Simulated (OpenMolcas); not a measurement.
## Sb I: from RASSCF to RASPT2

```json
{
 "Program": "OpenMolcas",
 "Basis": "ANO-RCC [10s9p8d5f3g]",
 "Scalar Hamiltonian": "DKH2, point nucleus",
 "Active space": "3 electrons in 9 orbitals (RAS2 5p; RAS3 5d 6s, at most 1 electron)",
 "State averaging": "2S+1 = 4 odd, 1 root; 2S+1 = 2 odd, 8 roots; 2S+1 = 4 even, 18 roots; 2S+1 = 2 even, 18 roots",
 "Spin-orbit coupling": "RASSI with atomic mean-field integrals over the reference wave functions, term energies averaged over their components"
}
```

Methods on the same reference wave functions:
A. RASSCF
B. SS-RASPT2, IPEA 0.25 Eh, imaginary shift 0.1 Eh (closed shells correlated: 4d 5s)
C. MS-RASPT2, IPEA 0.25 Eh, imaginary shift 0.1 Eh (closed shells correlated: 4d 5s)

Energies in cm⁻¹ above 5s² 5p³ ⁴S°_3/2, the measured ground level; measured values from NIST Handbook of Basic Atomic Spectroscopic Data.

| Level | A | B | C | Measured |
| --- | --- | --- | --- | --- |
| 5s² 5p³ ⁴S°_3/2 | 0.0 | 0.0 | 0.0 | 0.0 |
| 5s² 5p³ ²D°_3/2 | 12470 | 9370 | 9370 | 8512 |
| 5s² 5p³ ²D°_5/2 | 13405 | 10250 | 10250 | 9854 |
| 5s² 5p³ ²P°_1/2 | 21928 | 19290 | 19290 | 16395 |
| 5s² 5p³ ²P°_3/2 | 23224 | 20580 | 20580 | 18464 |
| 5s² 5p² 6s ⁴P_1/2 | 44809 | 43570 | 43570 | 43249 |
| 5s² 5p² 6s ⁴P_3/2 | 46239 | 45010 | 45010 | 45945 |
| 5s² 5p² 6s ²P_1/2 | 48194 | 46090 | 46040 | 46991 |
| 5s² 5p² 6s ⁴P_5/2 | 48576 | 47190 | 47180 | 48332 |
| 5s² 5p² 6s ²P_3/2 | 50543 | 48220 | 48230 | 49391 |

Deviations, from unrounded energies. A percentage is the sum of absolute deviations over the sum of measured energies, with the sign that they share, or ± where signs differ.

```json
{"Against measurement": "mean absolute deviation (cm-1)", "Levels": "9", "A": "2500", "B": "1200", "C": "1200"}
{"Against measurement": "other terms of the ground configuration (%)", "Levels": "4", "A": "+33.4", "B": "+11.8", "C": "+11.8"}
{"Against measurement": "other configurations (%)", "Levels": "5", "A": "+1.9", "B": "±1.9", "C": "±1.9"}
```

B, C lie about equally close to measurement and A furthest from it. The largest miss of B in the table is 5s² 5p³ ²P°_1/2, by +2900 cm-1. The ranking rests on the paired levels alone, and a cruder setting can come out closer through cancelling errors.

Between B and C the level of the table that moves most is 5s² 5p² 6s ²P_1/2, by 47 cm-1 (lowest in C, highest in B). Moves below CASPT2's spread within the term are not significant.

The two smallest mean deviations differ by little beside CASPT2's spread within terms, so their order carries little weight.

From A to B the spin-free energies of the other terms of 5s² 5p³ shown, above ⁴S°, scale by factors of 0.75 to 0.88.

The lowest spin-free term lies below A's lowest term by 0.540 hartree in B, 0.540 hartree in C.

CASPT2 does not keep the components of a term degenerate, so their means are used; among the terms shown or strongly mixed into the levels shown the widest spread is 240 cm-1 (5s² 5p³ ²D°, C). ANO sets are built for valence states and can reach diffuse excited orbitals poorly, and with the s shell closed the s pⁿ⁺¹ terms that mix with these levels are absent. With the s shell closed, the reference lacks s² → p² mixing. Some levels mix across a computed gap that differs much from the measured one, so their mixing is not that of the real levels (holds for B; C). Some terms miss by over 15 % even with CASPT2, which points to a basis or an active space too small for the shells correlated (holds for B; C). Computed and measured levels are paired by configuration, term and J; levels that our copy of the source lacks, or whose pairing is in doubt (as where it misses far off the trend of its configuration), stay unpaired and out of the deviations. Only configurations of the active space appear. The table leaves out levels that lie high or whose names do not pair safely across all columns.

° marks odd parity.
